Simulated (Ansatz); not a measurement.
GaCl, closed-shell singlet (the spin of the measured ground state), most abundant isotopes (34.9689 and 68.9256 u). Constants from fifth-degree fits in 1/R to seven points on the lowest solution found; no spin–orbit coupling, no relativity up to Kr; ω_e x_e and α_e move by some per cent with the fit.

Correlated levels freeze the inner cores; with def2 sets outer-core shells near the valence are correlated too. CBS(a, b) extrapolates the correlation energy as X⁻³ and adds the Hartree–Fock energy of set b.

Codes used: Ansatz (a quantum-chemistry and plane-wave program). Each number belongs to the level named beside it.

At CCSD(T)/CBS(def2-TZVPP, def2-QZVPP): B₀ = 0.14998 cm⁻¹, fundamental 369 cm⁻¹.

### Question
Taking the state as ¹Σ, work out the ideal-gas entropy and heat capacity at 298.15 K and 1 bar (rigid rotor, harmonic oscillator at the fundamental, no nuclear spin).

### Answer

Translation: S = R(1.5 ln M + 2.5 ln T − 1.1517) with M = 103.894 u gives 166.77 J/(mol K). Rotation: q = kT/(σhcB₀) = 1381.7 with σ = 1 and hc/k = 1.43878 cm K, S = R(ln q + 1) = 68.44. Vibration: u = hcν/kT = 1.780, S = R(u/(eᵘ − 1) − ln(1 − e⁻ᵘ)) = 4.54. Sum S° = 239.7 J/(mol K). C_p = 7R/2 + R u² eᵘ/(eᵘ − 1)² = 35.53 J/(mol K).
